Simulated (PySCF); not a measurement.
Vertical excitations of a molecule C₅H₈S from TDDFT-PBE/def2-SVPD in PySCF, as energy in eV (oscillator strength): 4.75 (0.001), 5.05 (0.002), 5.27 (0.000), 5.44 (0.006), 5.51 (0.001), 5.68 (0.001), 5.87 (0.023), 6.05 (0.001), 6.13 (0.026), 6.20 (0.025). Lowest triplet (TDA): 4.34 eV. Geometry optimised at B3LYP-D3(BJ)/def2-SVP. One conformer was computed; it need not be the lowest.

Problem. Identify the compound among the candidates.
(A) C#CCSCC
(B) CC#CCSC
(C) C=C1CC(S)C1
(D) C=C[C@@H]1C[C@H]1S

Solution. B, CC#CCSC
